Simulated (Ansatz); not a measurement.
## Ansatz (development build ahead of 0.2.0) run

```yaml
crystal:
  periodic: [false, false, false]
  atoms:
    - { symbol: C, position_ang: [0.0, 1.41, 0.0] }
    - { symbol: C, position_ang: [1.2211, 0.705, 0.0] }
    - { symbol: C, position_ang: [1.2211, -0.705, 0.0] }
    - { symbol: C, position_ang: [0.0, -1.41, 0.0] }
    - { symbol: C, position_ang: [-1.2211, -0.705, 0.0] }
    - { symbol: C, position_ang: [-1.2211, 0.705, 0.0] }
    - { symbol: C, position_ang: [2.44219, 1.41, 0.0] }
    - { symbol: C, position_ang: [3.66329, 0.705, 0.0] }
    - { symbol: C, position_ang: [3.66329, -0.705, 0.0] }
    - { symbol: C, position_ang: [2.44219, -1.41, 0.0] }
    - { symbol: C, position_ang: [4.88438, 1.41, 0.0] }
    - { symbol: C, position_ang: [6.10548, 0.705, 0.0] }
    - { symbol: C, position_ang: [6.10548, -0.705, 0.0] }
    - { symbol: C, position_ang: [4.88438, -1.41, 0.0] }
    - { symbol: H, position_ang: [0.0, 2.495, 0.0] }
    - { symbol: H, position_ang: [0.0, -2.495, 0.0] }
    - { symbol: H, position_ang: [-2.16073, -1.2475, 0.0] }
    - { symbol: H, position_ang: [-2.16073, 1.2475, 0.0] }
    - { symbol: H, position_ang: [2.44219, 2.495, 0.0] }
    - { symbol: H, position_ang: [2.44219, -2.495, 0.0] }
    - { symbol: H, position_ang: [4.88438, 2.495, 0.0] }
    - { symbol: H, position_ang: [7.04512, 1.2475, 0.0] }
    - { symbol: H, position_ang: [7.04512, -1.2475, 0.0] }
    - { symbol: H, position_ang: [4.88438, -2.495, 0.0] }
basis:
  gaussian: { orbitals: def2-SVP }
magnetization:
  initial_magnetization: 2
hamiltonian:
  xc: pbe0
```

The input is written out in the form of the current development build from the run's settings.

Results

* Converged: yes
* Total energy: -538.43550 hartree
* Spin squared of the determinant: 2.000
* Stability test: minimum among restricted orbitals

Caution: another spin multiplicity may lie lower.
